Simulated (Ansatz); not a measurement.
Job for Ansatz (a program for electronic structure): R-r2SCAN/def2-TZVPPD on C2H9GaO (a complex), monomers drawn apart or pushed together. Files ending in .json are basis or fitting sets from the Basis Set Exchange.

Ansatz 0.2 input:
```yaml
crystal:
  periodic: [false, false, false]
  atoms:
    - {symbol: Ga, position_ang: [0.71687756, 0.24025665, 0.98543529]}
    - {symbol: H, position_ang: [1.97811339, -0.69683151, 1.11975860]}
    - {symbol: H, position_ang: [-0.60866573, -0.37568660, 0.37690629]}
    - {symbol: H, position_ang: [0.90053443, 1.80568383, 0.93432873]}
    - {symbol: C, position_ang: [-1.10715936, 0.95957906, 3.71420823]}
    - {symbol: O, position_ang: [-0.02694489, 0.09554986, 3.35246006]}
    - {symbol: C, position_ang: [-0.17100293, -1.22788386, 3.87403258]}
    - {symbol: H, position_ang: [-1.17685258, 1.02051110, 4.80225368]}
    - {symbol: H, position_ang: [-2.04842395, 0.58786513, 3.30050043]}
    - {symbol: H, position_ang: [-0.88288913, 1.93860271, 3.29999983]}
    - {symbol: H, position_ang: [-0.23164162, -1.18600333, 4.96351971]}
    - {symbol: H, position_ang: [0.71059432, -1.78603822, 3.57134243]}
    - {symbol: H, position_ang: [-1.06855686, -1.70250102, 3.46853466]}
basis:
  gaussian:
    orbitals: def2-TZVPPD.json
hamiltonian:
  xc: {name: r2SCAN}
scf: {lower_state_search: off}
```

Program output:

```
WARN ansatz: RAYON_NUM_THREADS=1 ignored (pool sized by the plan → 1); use --threads N
Functional definition: r2SCAN
these checks for a lower state are left out or cut short: stability, starts, cluster_reference, orbital_swaps, neighbouring_geometries, increment
integrals: 0.32 GiB planned
1439 factors; their error is unknown
mean field: 2.17 GiB planned
mean field evaluation 1: about -56636.6691 eV, gradient 6.0e1 eV
mean field evaluation 2: about -56628.9682 eV, gradient 8.8e1 eV
mean field evaluation 4: about -56643.8968 eV, gradient 5.4e0 eV
mean field evaluation 8: about -56643.9439 eV, gradient 2.2e-1 eV
mean field evaluation 16: about -56643.8878 eV, gradient 1.6e-4 eV
mean field -56643.88781629 eV, -2081.6244826424 hartree, gradient 5.8e-6 eV, S^2 0.000000; 0 other end points of the search recorded, 0 dependent functions left out
reference -56643.88783297 eV, -2081.6244832554 hartree; 30, 30 occupied and 291, 291 virtual orbitals, 1439 factors
Total energy: -56643.88783297 eV, -2081.6244832554 hartree
Checks for a lower state left out: stability, starts, cluster_reference, orbital_swaps, neighbouring_geometries, increment
```

The calculation finished and met its thresholds.

Cost: roughly 7 core-seconds.
